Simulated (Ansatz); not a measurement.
Consider the stannylene formation by 1,1-elimination: `[CH3][Sn]([F])([F])[C]#N` → `[F][Sn][F]` + `CC#N`.

Calculated with Ansatz (gas phase, PBE0-D4/def2-TZVP geometries, no zero-point term in ΔE). CCSD(T)/CBS is the MP2 limit (def2-TZVPP, def2-QZVPP) plus CCSD(T) − MP2 in def2-TZVPP, frozen cores. This one scheme is used for every species. Functionals use def2-TZVPP. def2 core potentials past Kr. For Sn outer-core shells are correlated without core-valence functions, which leaves a few kJ/mol of doubt a bond.

CCSD(T)/CBS gives -30.5 kJ/mol.

Problem. Another level gave -64.8 kJ/mol. Which?
A. PBE-D4/def2-TZVPP
B. LDA (SPW92)/def2-TZVPP
C. HF/def2-TZVPP
D. LC-ωPBE/def2-TZVPP

Solution. A. PBE-D4 -64.8, LDA (SPW92) -54.1, LC-ωPBE -34.7, HF/def2-TZVPP -47.0 kJ/mol.

Largest T1 diagnostic among the species: 0.017.

From BLYP to BHLYP (50 % exact exchange), in def2-TZVPP and without D4, ΔE moves by +37.6 kJ/mol. At CCSD(T), def2-SVP lies −9.2 kJ/mol from the extrapolated value and def2-TZVPP +5.7 kJ/mol. The D4 term adds +13.1 kJ/mol with B3LYP and +7.3 kJ/mol with PBE0; it sums over pairs of atoms, weighted by their polarisabilities, and B3LYP, whose exchange is more repulsive, gets the larger term.

B3LYP here is the variant with VWN-RPA as its local correlation; programs differ in this.
